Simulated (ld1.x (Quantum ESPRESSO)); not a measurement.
An all-electron radial function and its pseudo partner (Sm (Z = 62))

Columns: radius, all-electron u(r) and pseudo u(r) of the 4f shell (level -1.49 eV) of samarium in the configuration [Kr] 4d10 5s2 4f6 5p6 5d1 6s1 6p0; PBEsol, scalar-relativistic, TM scheme, ld1.x (Quantum ESPRESSO) 7.5.

| r (bohr) | all-electron | pseudo |
| --- | --- | --- |
| 0.198 | 0.3114 | 0.1040 |
| 0.395 | 0.8336 | 0.7386 |
| 0.593 | 1.0003 | 1.0937 |
| 0.790 | 0.9454 | 0.9676 |
| 0.988 | 0.8225 | 0.8225 |
| 1.185 | 0.6957 | 0.6957 |
| 1.383 | 0.5825 | 0.5825 |
| 1.580 | 0.4876 | 0.4876 |
| 1.778 | 0.4089 | 0.4089 |
| 1.975 | 0.3448 | 0.3448 |
| 2.173 | 0.2921 | 0.2921 |
| 2.370 | 0.2492 | 0.2492 |
| 2.568 | 0.2137 | 0.2137 |
| 2.765 | 0.1847 | 0.1847 |
| 2.963 | 0.1604 | 0.1604 |
| 3.160 | 0.1404 | 0.1404 |
| 3.358 | 0.1234 | 0.1234 |
| 3.555 | 0.1093 | 0.1093 |
| 3.753 | 0.0971 | 0.0971 |
| 3.950 | 0.0868 | 0.0868 |
| 4.148 | 0.0778 | 0.0778 |
| 4.345 | 0.0700 | 0.0700 |
| 4.542 | 0.0631 | 0.0631 |
| 4.740 | 0.0571 | 0.0571 |
| 4.938 | 0.0517 | 0.0517 |
| 5.135 | 0.0470 | 0.0470 |

**Question.** How many radial nodes do the two functions have?

**Answer.** The all-electron 4f function has n − l − 1 = 0; the pseudo-wave has 0.

**Question.** At about which radius was the pseudo-wave matched?

**Answer.** 1.05 bohr, where the columns begin to agree (steps of 0.20 bohr).

**Question.** Is the pseudo-wave norm-conserving?

**Answer.** Yes: the TM scheme keeps the norm inside the radius equal to the all-electron one, which fixes the energy derivative of the logarithmic derivative at the level.
